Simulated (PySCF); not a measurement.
**Re⁻ (rhenium, charge -1): UHF calculation**

Configuration: [Xe] 4f14 5d6 6s2, high-spin 5D determinant. All numbers are calculated (PySCF 2.14, scalar relativity through the core potential, in def2-TZVPPD with the def2 core potential (60 electrons) (6s5p3d2f1g, 59 functions)).

- Total energy: -77.450032 hartree
- One-electron energy: -137.0504 hartree
- Hartree (Coulomb) energy: 67.5898 hartree
- Exchange energy: -7.9895 hartree
- ⟨S²⟩: 6.0578
- ⟨L²⟩: 6.034
- Sum of ⟨r⟩: 29.45 bohr
- Sum of ⟨r²⟩: 76.19 bohr²
- Traceless quadrupole moment −½Σ⟨3z² − r²⟩ along its main axis: 1.62 e·bohr²

```csv
shell,electrons,mean orbital energy (hartree),spread (hartree),"rms radius, mean of both spins (bohr)"
5s α,1,-3.43726,0,1.13
5s β,1,-3.27354,0,1.13
5p α,3,-1.87671,0.04166,1.33
5p β,3,-1.63663,0.02850,1.33
5d α,5,-0.11366,0.05477,2.23
6s α,1,-0.05816,0,4.08
6s β,1,0.01101,0,4.08
5d β,1,0.01657,0,2.23
```

Energies and moments cover only the electrons outside the core potential. Spin-orbit coupling, absent here, splits the open shell strongly. At UHF the highest occupied level has a positive energy, so only the finite basis holds that electron.
